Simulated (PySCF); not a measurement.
## [ReO3(OH)2]−: from a saddle point downhill

PySCF 2.14.0, RKS PBE, Re def2-SVP with ECP60, O def2-SVP, H def2-SVP; non-relativistic Hamiltonian with scalar-relativistic core potentials where named; density fitting; no spin-orbit coupling. Relaxed within the symmetry of its start, the geometry (Cs) is

```xyz
8

Re   -0.0070   -0.0008    0.0000
O    -0.9570   -0.1404    1.4667
O    -0.9570   -0.1404   -1.4667
O     1.7346    0.2518    0.0000
O    -0.1859    1.9951    0.0000
H     0.7143    2.3649    0.0000
O     0.4282   -1.9510    0.0000
H    -0.4109   -2.4514    0.0000
```

and its lowest harmonic modes are -141, 163, 219, 279, 292, 308 cm⁻¹ (negative: unstable). It was moved along the lowest mode and relaxed again.

Where does it end, and how much lower?

In nearly C2, 0.038 eV lower, after 12 steps:
```xyz
8

Re    0.0036   -0.0120    0.0778
O    -0.8424   -0.0461    1.6058
O    -1.0319   -0.2060   -1.3334
O     1.7449    0.2115    0.2177
O    -0.1429    1.9540   -0.2421
H     0.6232    2.3680    0.1992
O     0.3854   -1.9695   -0.0399
H    -0.3805   -2.3722   -0.4916
```

How do the contacts change?


| contact | saddle (Å) | end (Å) |
| --- | --- | --- |
| Re1–O2 (O) | 1.753 | 1.747 |
| Re1–O3 (O) | 1.753 | 1.761 |
| Re1–O4 (O) | 1.760 | 1.761 |
| Re1–O5 (OH) | 2.004 | 1.997 |
| Re1–O7 (OH) | 1.998 | 1.998 |


Is the end a minimum?

Yes; lowest modes 109, 187, 277, 298, 298, 312 cm⁻¹.

State: singlet.
